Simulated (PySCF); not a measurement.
## ZrCl₂: fields on a plane

Computed with Ur2SCAN in PySCF with Zr def2-TZVP with ECP28, Cl def2-TZVP; scalar-relativistic core potentials, no spin–orbit coupling; density-fitted integrals.

The triplet minimum has Zr–Cl 2.352 Å (×2); Cl–Zr–Cl 141.9°.

The plane holds Zr1 at (0.00, 0.00), Cl2 at (2.35, 0.00), Cl3 at (-1.85, 1.45) Å. Columns run from x = -3.75 to 4.65 Å, rows from y = 3.75 (top) to -1.95 Å, in steps of 0.3 Å. Other isomers or separated fragments may lie lower. Core electrons replaced by a potential are absent, the electrostatic potential uses the reduced nuclear charge, and values within about 0.7 Å of such atoms have no physical meaning.

Problem. Give the lowest empty orbital (Å^-3/2) at -3.70 eV (cut at ±0.3; overall sign arbitrary). Every second row and column.

Solution. 
```
 0.00  0.00  0.00  0.00  0.00  0.00  0.01  0.01  0.01  0.01  0.00  0.00  0.00  0.00  0.00
 0.00  0.00 -0.01 -0.01 -0.01  0.00  0.01  0.02  0.02  0.01  0.01  0.00  0.00  0.00  0.00
 0.00  0.00 -0.01 -0.03 -0.02  0.01  0.03  0.04  0.03  0.02  0.01  0.00  0.00  0.00  0.00
 0.01  0.01  0.01 -0.05 -0.04  0.03  0.08  0.10  0.07  0.03  0.01  0.00  0.00  0.00  0.00
 0.01  0.03  0.08 -0.14 -0.02  0.07  0.23  0.26  0.14  0.05  0.00 -0.01 -0.01  0.00  0.00
 0.01  0.03  0.07  0.05 -0.02  0.04  0.30  0.30  0.20  0.04 -0.04 -0.04 -0.01  0.00  0.00
 0.01  0.02  0.04  0.03  0.00 -0.08  0.02  0.22  0.05 -0.01  0.12 -0.02  0.00  0.00  0.00
 0.01  0.02  0.03  0.06  0.12  0.30  0.30  0.04 -0.04  0.00  0.07  0.08  0.02  0.01  0.00
 0.01  0.02  0.04  0.08  0.17  0.30  0.30  0.24  0.06  0.03  0.06  0.05  0.02  0.01  0.00
 0.01  0.02  0.03  0.07  0.13  0.20  0.23  0.16  0.08  0.04  0.03  0.02  0.01  0.01  0.00
```

Problem. Give the electrostatic potential (V) (cut at 20 V). Every second row and column.

Solution. 
```
-0.3 -0.3 -0.4 -0.4 -0.4 -0.3 -0.1  0.0  0.0  0.0 -0.1 -0.1 -0.1 -0.1 -0.1
-0.3 -0.4 -0.4 -0.3 -0.3 -0.3 -0.1  0.1  0.1  0.0 -0.1 -0.1 -0.2 -0.2 -0.2
-0.4 -0.2  1.3  4.0  2.2  0.2  0.3  0.6  0.5  0.2 -0.1 -0.2 -0.3 -0.2 -0.2
-0.3  0.8 14.2 20.0 20.0  3.0  1.9  2.1  1.3  0.4 -0.2 -0.4 -0.4 -0.3 -0.3
-0.3  1.4 20.0 20.0 20.0  7.5  8.1  7.5  3.6  1.2  1.0  0.3 -0.3 -0.4 -0.3
-0.3  0.3  7.4 20.0 16.4 17.0 20.0 20.0  9.4  7.4 20.0 11.4  1.1 -0.3 -0.4
-0.2 -0.2  0.6  2.8  8.2 20.0 20.0 20.0 17.0 20.0 20.0 20.0  4.1 -0.2 -0.4
 0.0  0.1  0.6  2.3  7.9 20.0 20.0 20.0 13.5 17.2 20.0 20.0  2.8 -0.2 -0.3
 0.1  0.3  0.8  2.0  4.9 10.9 18.4 14.9  6.4  3.0  5.3  3.0  0.2 -0.3 -0.3
 0.2  0.4  0.8  1.4  2.6  4.2  5.4  4.9  2.8  0.9  0.1 -0.2 -0.3 -0.3 -0.2
```

With open d or f shells other occupations or spin states may lie lower.
